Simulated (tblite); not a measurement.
C5H11OPS.
SMILES with atom numbers: `[CH3:1][P:2]1(=[S:3])[CH2:4][CH2:5][O:6][CH2:7][CH2:8]1` (hydrogens: H9, H10, H11 on C1; H12, H13 on C4; H14, H15 on C5; H16, H17 on C7; H18, H19 on C8)

Structure optimised with GFN2-xTB, isolated species.

Task: List the bond lengths, angles and torsions at this level.

Result: 
| bond | length (Å) | order |
| --- | --- | --- |
| C1–P2 | 1.837 | single |
| P2=S3 | 1.938 | double |
| P2–C4, P2–C8 | 1.846 | single |
| C4–C5, C7–C8 | 1.530 | single |
| C5–O6, O6–C7 | 1.407 | single |
| C1–H9, C1–H10, C1–H11 | 1.089 | single |
| C4–H12, C8–H19 | 1.092 | single |
| C4–H13, C8–H18 | 1.091 | single |
| C5–H14, C7–H17 | 1.102 | single |
| C5–H15, C7–H16 | 1.093 | single |

Bonds in one row agree within 0.01 Å and their mean is given. Orders are formal, as drawn. A selection of angles:
| angle | degrees |
| --- | --- |
| C1–P2–S3 | 115.6 |
| C1–P2–C4 | 105.4 |
| S3–P2–C4 | 114.9 |
| C4–P2–C8 | 98.9 |
| P2–C4–C5 | 106.9 |
| C4–C5–O6 | 112.7 |
| C5–O6–C7 | 113.4 |

Dihedral angles: C1–P2–C4–C5 -162° (antiperiplanar); P2–C4–C5–O6 63° (synclinal); C4–C5–O6–C7 -70° (synclinal); C5–O6–C7–C8 70° (synclinal); O6–C7–C8–P2 -63° (synclinal); C1–P2–C8–C7 162° (antiperiplanar).

O6 (cyclic ether oxygen) is bent (angle 113.4°). The 6-membered ring P2–C4–C5–O6–C7–C8 has internal angles of 98.9° to 113.4°; it is puckered, 0.27 Å rms from its mean plane, widest ring torsion 70°. P2 (phosphorus bonded to 3 C and S) is distorted tetrahedral (angles from 98.9° to 115.6°). Of the pairs four or more bonds apart, H14···H17 is among the closest relative to their van der Waals radii: 2.29 Å, 95 % of the sum of Bondi's values.

Point group: Cs (tolerance 0.08 Å). Its GFN2-xTB frequencies are all real (lowest 100 cm⁻¹). One conformer, not necessarily the lowest.

These are computed values.
